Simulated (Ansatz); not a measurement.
Geometry optimisation, UHF/def2-SVP in Ansatz.

Input:

```yaml
crystal:
  periodic: [false, false, false]
  atoms:
    - { symbol: O, position_ang: [-0.283, -0.6846, 1.5644] }
    - { symbol: C, position_ang: [0.6013, -0.779, 0.5169] }
    - { symbol: F, position_ang: [1.2766, -1.951, 0.6883] }
    - { symbol: O, position_ang: [0.0173, -0.8366, -0.7254] }
    - { symbol: Ge, position_ang: [-0.6514, 0.7922, -1.1721] }
    - { symbol: H, position_ang: [0.193, -0.5119, 2.3862] }
    - { symbol: H, position_ang: [1.3698, 0.0633, 0.5451] }
    - { symbol: H, position_ang: [-1.5884, 1.3315, -0.0697] }
    - { symbol: H, position_ang: [0.5486, 1.7917, -1.2448] }
    - { symbol: H, position_ang: [-1.4006, 0.7333, -2.4859] }
magnetization:
  spin_polarized: true
basis:
  gaussian: { orbitals: def2-SVP }
hamiltonian:
  xc: hf
relax:
  f_tol: 0.02
  max_steps: 50
```

Command:

```bash
$ ansatz run input.yaml --threads 2 --pin off --max-ram 3072MiB --backend cpu --events-out ev --progress --plain --runs-dir out
```

Q: Where does it end, and by what steps?

A: The forces met the threshold. After 23 steps the energy has fallen by 0.557 eV; F3 moved furthest, 1.35 Å.

```json
{"step": "0", "energy less start (eV)": "0.0000", "largest force component (eV/Å)": "1.871", "accepted": "yes"}
{"step": "1", "energy less start (eV)": "-0.2856", "largest force component (eV/Å)": "1.001", "accepted": "yes"}
{"step": "2", "energy less start (eV)": "-0.3576", "largest force component (eV/Å)": "0.375", "accepted": "yes"}
{"step": "3", "energy less start (eV)": "-0.3827", "largest force component (eV/Å)": "0.439", "accepted": "yes"}
{"step": "4", "energy less start (eV)": "-0.3680", "largest force component (eV/Å)": "0.773", "accepted": "no"}
{"step": "5", "energy less start (eV)": "-0.4051", "largest force component (eV/Å)": "0.273", "accepted": "yes"}
{"step": "6", "energy less start (eV)": "-0.4179", "largest force component (eV/Å)": "0.293", "accepted": "yes"}
{"step": "7", "energy less start (eV)": "-0.4234", "largest force component (eV/Å)": "0.459", "accepted": "yes"}
{"step": "8", "energy less start (eV)": "-0.4333", "largest force component (eV/Å)": "0.445", "accepted": "yes"}
{"step": "9", "energy less start (eV)": "-0.4189", "largest force component (eV/Å)": "1.289", "accepted": "no"}
{"step": "10", "energy less start (eV)": "-0.4536", "largest force component (eV/Å)": "0.213", "accepted": "yes"}
{"step": "11", "energy less start (eV)": "-0.4672", "largest force component (eV/Å)": "0.175", "accepted": "yes"}
{"step": "12", "energy less start (eV)": "-0.4794", "largest force component (eV/Å)": "0.547", "accepted": "yes"}
{"step": "13", "energy less start (eV)": "-0.4890", "largest force component (eV/Å)": "0.648", "accepted": "yes"}
{"step": "14", "energy less start (eV)": "-0.5291", "largest force component (eV/Å)": "0.300", "accepted": "yes"}
{"step": "15", "energy less start (eV)": "-0.5268", "largest force component (eV/Å)": "0.710", "accepted": "no"}
{"step": "16", "energy less start (eV)": "-0.5406", "largest force component (eV/Å)": "0.311", "accepted": "yes"}
{"step": "17", "energy less start (eV)": "-0.5486", "largest force component (eV/Å)": "0.284", "accepted": "yes"}
{"step": "18", "energy less start (eV)": "-0.5512", "largest force component (eV/Å)": "0.256", "accepted": "yes"}
{"step": "19", "energy less start (eV)": "-0.5554", "largest force component (eV/Å)": "0.084", "accepted": "yes"}
{"step": "20", "energy less start (eV)": "-0.5564", "largest force component (eV/Å)": "0.043", "accepted": "yes"}
{"step": "21", "energy less start (eV)": "-0.5566", "largest force component (eV/Å)": "0.050", "accepted": "yes"}
{"step": "22", "energy less start (eV)": "-0.5569", "largest force component (eV/Å)": "0.027", "accepted": "yes"}
{"step": "23", "energy less start (eV)": "-0.5570", "largest force component (eV/Å)": "0.004", "accepted": "yes"}
```

```xyz
10
Properties=species:S:1:pos:R:3
O 0.540 0.136 1.456
C 0.771 -0.813 0.503
F -0.070 -1.851 0.742
O 0.550 -0.303 -0.707
Ge -0.768 0.849 -1.115
H 0.554 -0.249 2.320
H 1.781 -1.220 0.558
H -2.053 0.430 -0.407
H -0.333 2.257 -0.717
H -0.888 0.715 -2.630
```

Whether the end is a true minimum wasn't checked by a vibrational analysis.

Run time: 51 s on 2 threads of Intel(R) Xeon(R) Platinum 8488C (Sapphire Rapids), with other jobs on the host, peak memory 0.36 GiB.
